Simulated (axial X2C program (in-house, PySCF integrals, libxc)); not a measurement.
**Nuclear properties of HfGe**

Calculated with an in-house all-electron X2C program for linear molecules (integrals from PySCF): two-component X2C with atomic mean-field Coulomb and Gaunt terms, Gaussian nuclei, basis Hf dyall-cv3z, Ge dyall-cv3z with contracted cores.

R = 2.452 Å (near the PBE0 minimum at charge 0 of the determinant lowest at the starting distance; the state shown can have its own minimum elsewhere).

Determinant lowest in the PBE0 search, Ω = 2 (⟨Sz⟩ = 0.99, ⟨Lz⟩ = 1.01 at PBE0), spin on the atoms Hf 0.52, Ge 0.47:

```tsv
level	Eeff magnitude (GV/cm)	Ws magnitude Hf (kHz)	A∥/gI Hf (MHz)	qzz Hf (a.u.)	A∥/gI Ge (MHz)	qzz Ge (a.u.)	μ (D)
PBE0	9.31	5.43	182	-4.97	108	-0.98	-2.95
HF	40	19.1	162	-7.16	-40.9	-1.14	-1.31
BHandHLYP	17	9	97.9	-4.87	129	-0.83	-3.01
r2SCAN	12.5	7.03	356	-5.05	87.2	-1.00	-2.90
PBE	0.0897	0.994	269	-5.30	128	-1.03	-2.85
```

Determinant 0.20 eV from it at PBE0 and this distance, Ω = 0 (closed shell), highest spinor 54% Hf d, 37% Ge p, 4% Hf p:

| level | qzz Hf (a.u.) | qzz Ge (a.u.) | μ (D) |
| --- | --- | --- | --- |
| PBE0 | -3.39 | 1.01 | -3.34 |
| HF | -4.21 | -1.70 | -4.04 |
| BHandHLYP | -3.55 | 0.00 | -3.33 |
| r2SCAN | -3.58 | 1.16 | -3.36 |
| PBE | -4.04 | 1.32 | -3.13 |

Eeff is the effective electric field on the electron electric dipole moment in this Ω state and Ws the scalar–pseudoscalar constant of the nucleus named (defined with the proton number Z and per Ω); A∥ (defined per Ω) follows by multiplying with gI = μI/(I μN); qzz is the electric field gradient, eQq0 = 234.96 MHz × Q/barn × qzz; μ is positive if the Ge end (last atom) is positive. The operators were transformed with the bare-nucleus X2C matrices; with these basis sets, hyperfine constants and field gradients can be off by tens of per cent, and where levels differ in sign neither size nor sign is settled.

Task: With Q(177Hf) = 3.365 barn, Q(73Ge) = -0.196 barn (Q from Pyykkö, Mol. Phys. 2018), turn the PBE0 values of the first state into constants in MHz.

Result: eQq0(177Hf) = 234.96 × (3.365) × (-4.97) = -3930 MHz; eQq0(73Ge) = 234.96 × (-0.196) × (-0.98) = 45.1 MHz.

Each state is one determinant with collinear spin, which with several unpaired electrons need not be a pure state. Unrestricted Hartree–Fock can overshoot spin polarisation at the nuclei. In the state Ω = 2 the sign of Eeff differs between levels (PBE against PBE0). With several open shells hyperfine constants can be off by a factor of several. Where Eeff spreads by more than a factor of two the levels disagree and none is to be relied on. Open-shell Ω = 0 determinants with evenly filled partner blocks cannot be reached by this program, so the Ω shown need not be the lowest component. At r2SCAN a later determinant lies lower. States lie within half an eV, so the first need not be the ground state. Further determinants of the search, some of them spin-mixed, are not shown. Where a field gradient or hyperfine factor spreads by more than a factor of two over the levels, a constant derived from it is not to be relied on. PBE0 term energies can be off by some tenths of an eV.
